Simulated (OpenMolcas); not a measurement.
Se⁴⁺: RASPT2 settings compared

```json
{
  "Program": "OpenMolcas 26.06",
  "Basis": "ANO-R1 [5s4p3d1f]",
  "Scalar Hamiltonian": "X2C, finite nucleus",
  "Active space": "2 electrons in 9 orbitals (RAS2 4s 4p; RAS3 4d, at most 2 electrons)",
  "State averaging": "2S+1 = 1 even, 7 roots; 2S+1 = 3 even, 3 roots kept (CI in the orbitals of an earlier block); 2S+1 = 1 odd, 3 roots; 2S+1 = 3 odd, 3 roots kept (CI in the orbitals of an earlier block)",
  "Spin-orbit coupling": "state interaction with AMFI integrals over the reference wave functions, term energies averaged over their components"
}
```

Methods on the same reference wave functions:
A. RASSCF
B. SS-RASPT2, IPEA 0.5 Eh, sigma2 regulariser 0.4 Eh (closed shells correlated: 3s 3p 3d)
C. SS-RASPT2, IPEA 0.6 Eh, sigma2 regulariser 0.05 Eh (closed shells correlated: none)
D. SS-RASPT2, IPEA 0 Eh, imaginary shift 0.25 Eh (closed shells correlated: 3s 3p 3d)
E. MS-RASPT2, IPEA 0.6 Eh, sigma2 regulariser 0.05 Eh (closed shells correlated: none)
F. MS-RASPT2, IPEA 0.5 Eh, sigma2 regulariser 0.4 Eh (closed shells correlated: 3s 3p 3d)

Energies in cm-1 above 4s2 1S0, the measured ground level; measured values from the list in Rauch et al., Astron. Astrophys. 606, A105 (2017).

| Level | A | B | C | D | E | F | Measured |
| --- | --- | --- | --- | --- | --- | --- | --- |
| 4s2 1S0 | 0.0 | 0.0 | 0.0 | 0.0 | 0.0 | 0.0 | 0.0 |
| 4s 4p 3P* 0 | 83397 | 84882 | 83318 | 84847 | 83318 | 84946 | 89749 |
| 4s 4p 3P* 1 | 84758 | 86235 | 84679 | 86201 | 84679 | 86299 | 91350 |
| 4s 4p 3P* 2 | 87761 | 89246 | 87682 | 89211 | 87682 | 89310 | 94960 |
| 4s 4p 1P* 1 | 129577 | 127733 | 129594 | 127630 | 129595 | 127796 | 131733 |
| 4p2 1D2 [74 %] | 200835 | 202868 | 201033 | 202799 | 201033 | 202932 | 213203 |
| 4p2 3P0 | 200942 | 201268 | 201126 | 201125 | 201126 | 201329 | 211794 |
| 4p2 3P1 | 202874 | 203215 | 203064 | 203072 | 203065 | 203279 | 214091 |

Deviations, from unrounded energies. A percentage is the sum of absolute deviations over the sum of measured energies, with the sign that they share, or ± where signs differ.

```tsv
Against measurement	Levels	A	B	C	D	E	F
mean absolute deviation (cm-1)	7	8100	7300	8100	7400	8100	7300
other configurations (%)	7	-5.4	-4.9	-5.4	-5.0	-5.4	-4.9
```

B, D, F lie about equally close to measurement and A furthest from it. The largest miss of F in the table is 4p2 3P1, by -11000 cm-1. The ranking rests on the paired levels alone, and a cruder setting can come out closer through cancelling errors.

Among B to F the level of the table that moves most is 4s 4p 1P* 1, by 2000 cm-1 (lowest in D, highest in E).

The lowest spin-free term lies below A's lowest term by 0.407 hartree in B, 0.001 hartree in C, 0.407 hartree in D, 0.001 hartree in E, 0.407 hartree in F.

Terms from blocks run as CI alone lack orbitals of their own. Active for correlation alone: 4d; no level in the range computed is led by a configuration that fills it, so any true level of that kind is missing. Some terms mix strongly with configurations of 4d, whose occupation reaches 0.19 (4p2 1D). The basis is small and was not contracted for so high a charge. Measured partners are found by configuration, term and J. A level has none where our copy of the source lacks it or the pairing is in doubt (some pairs that miss far off the trend of their configuration count as doubtful), and it then counts in no deviation. Only configurations of the active space appear. Levels that lie high or do not pair safely by name in every column are left out.

A share in square brackets marks a mixed level and gives the weight of the term that names it, the lowest over the columns. * marks odd parity.
